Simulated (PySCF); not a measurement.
**Identify the compound**

An unknown has the formula C$_{6}$H$_{8}$O$_{2}$. Its calculated NMR data are:

1H NMR (600 MHz, computed): δ 7.66 (d, 1H), 7.15 (m, 1H), 5.71 (m, 1H), 5.47 (m, 1H), 5.40 (m, 1H), 2.21 (s, 3H).

13C{1H} NMR (computed): δ 171.8 (C), 141.7 (CH), 137.9 (CH), 123.2 (CH2), 119.9 (CH), 23.2 (CH3).

One averaged value for each set of equivalent atoms, non-relativistic, isolated molecule, one computed conformer. GIAO PBE0/pcSseg-1 shieldings; structure optimised with GFN2-xTB; PySCF 2.14.0 with density-fitted response routines.

δ = σ(ref) − σ, references computed at the same level: 1H (31.72 ppm), 13C (186.93 ppm) vs TMS.

Choose the structure that fits.
A. CCOc1ccco1
B. C=CC(=C)C(=O)OC
C. C=C/C=C\OC(C)=O
D. COCc1ccoc1
E. C=C(C(=O)O)C1CC1

Results:

C. 

- Rings plus π bonds: 3 (no ring in the answer).
- 6 carbon signals for 6 carbons: no two carbons are equivalent.
- Carbon types of the structure: 1 × C, 3 × CH, 1 × CH2, 1 × CH3, which accounts for all hydrogens.
- δC 171.8: ester carbonyl carbon; lone-pair donation from the attached heteroatom keeps it upfield of a ketone carbonyl.
- δC 141.7: alkene carbon bearing oxygen; an sp2 carbon further deshielded by the attached heteroatom.
- δC 137.9: alkene CH; the olefinic region.
- δC 123.2: terminal =CH2 carbon; as expected for a trigonal carbon in a double bond.
- δC 119.9: β carbon of an enol-ether or enamine type C=C.

The others: CCOc1ccco1 would give 5 signals for carbon-bound and other non-exchanging H, not 6; C=CC(=C)C(=O)OC has carbons computed at 175.6, 148.9, 141.1, 134.5, 128.0, 53.4, with a different DEPT pattern; C=C(C(=O)O)C1CC1 would give 5 carbon signals, not 6; COCc1ccoc1 would give 5 signals for carbon-bound and other non-exchanging H, not 6.

Shifts are as computed. Against solution values, carbons near 30 ppm lie about +3 ppm off and those near 130 ppm about +5 ppm. Of 1211 compounds with measured shifts, 218 miss one by over three times the rms of a fit or turn the order of signals round; such compounds aren't used in these exercises. No couplings were computed; multiplicities are counted from neighbouring protons, with m where these are inequivalent, close in shift, in a saturated or five-membered ring or joined by F or P, and br s for small geminal =CH2 splittings.
